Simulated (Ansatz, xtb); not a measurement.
Redistribution: CBrCl2F + C2H4ClF → C2H3Cl2F + CHBrClF

Gas-phase species: CBrCl2F (bromodichlorofluoromethane) `FC(Cl)(Cl)Br`, singlet; C2H4ClF (1-chloro-1-fluoroethane) `CC(F)Cl`, singlet; C2H3Cl2F `CC(F)(Cl)Cl`, singlet; CHBrClF (bromochlorofluoromethane) `FC(Cl)Br`, singlet. The partners trade Br for CH3; both sit on C, so the bond types are kept.

Shapes, held fixed at every level: PBE0-D4/def2-TZVP. Programs: Ansatz 0.2.0, xtb 6.7.1. The zero-point and thermal change to 298 K, harmonic and unscaled (PBE0-D4/def2-TZVP), is +0.5 kJ/mol.

| level | kind | ΔH(298 K) (kJ/mol) | less CCSD(T)/def2-TZVPP |
| --- | --- | --- | --- |
| GFN1-xTB | semi-empirical | -3.1 | +17.3 |
| HF/def2-SVP | Hartree–Fock | -24.6 | -4.2 |
| HF/def2-TZVPP | Hartree–Fock | -24.1 | -3.7 |
| BHLYP-D4/def2-TZVPP | global hybrid | -19.9 | +0.5 |
| r2SCAN0-D4/def2-TZVPP | global hybrid | -20.8 | -0.4 |
| wB97M-V/def2-TZVPP | range-separated hybrid | -19.0 | +1.4 |
| MP2/def2-TZVPP | perturbation theory | -19.1 | +1.3 |
| CCSD/def2-SVP | coupled cluster or CI | -20.7 | -0.3 |
| CCSD(T)/def2-TZVPP | coupled cluster or CI | -20.4 | 0.0 |

The highest level, CCSD(T)/def2-TZVPP, gives ΔH(298 K) = -20.4 kJ/mol; the levels span -24.6 to -3.1. The column of differences is taken from that level and isn't an error. No measured value is set beside it here. Relativity is left out for Br. Outer-core shells of Br are correlated, in sets that cover them unevenly.
